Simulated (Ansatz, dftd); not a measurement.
System: BHSF, charge 0, doublet. BHSF (SMILES F[B]S, doublet).
B3LYP-D3(BJ)/def2-TZVP minimum from Ansatz (a quantum-chemistry and plane-wave program):
```
B
F 1 1.3109
S 1 1.7999 2 122.27
H 3 1.3423 1 95.10 2 180.00
```
Charge 0, spin multiplicity 2.

Wanted: atomisation energy (electronic, to ground-state atoms), in kJ/mol. Radicals and triplets start from unrestricted determinants; spin-orbit coupling is neglected. Correlated methods leave the cores frozen. Rows without X2C or -DK are non-relativistic. CBS(X,Y): correlation extrapolated as X^-3, Hartree-Fock from the larger set (Q,5: extrapolated as (X+1)exp(-9√X)). A bracket is a step between two methods taken in the basis named. Functionals run without relativity, which enters their misses. Double hybrids freeze cores in their MP2 part. '+ core + X2C': CCSD(T) terms for core correlation (cc-pwCVTZ, 1s frozen past Ne) and scalar relativity (cc-pVTZ-DK). For partners of very few electrons the exact lower level stands in for a higher one.

Compared with CCSD(T)/CBS(cc-pV(Q+d)Z,cc-pV(5+d)Z) + [CCSDT(Q) - CCSD(T)]/cc-pV(D+d)Z + core + X2C (Ansatz).

Rank these levels by how close they come to it, closest first: PBE0/def2-TZVPD (Ansatz); B2GP-PLYP/def2-TZVPD (Ansatz); CCSD/CBS(cc-pV(Q+d)Z,cc-pV(5+d)Z) (Ansatz); CAM-B3LYP-D4/def2-TZVPD (Ansatz + dftd4).

CAM-B3LYP-D4/def2-TZVPD (1362.0 kJ/mol, difference 6.9), PBE0/def2-TZVPD (1368.3 kJ/mol, difference 13.2), B2GP-PLYP/def2-TZVPD (1339.3 kJ/mol, difference -15.8), CCSD/CBS(cc-pV(Q+d)Z,cc-pV(5+d)Z) (1317.6 kJ/mol, difference -37.5)
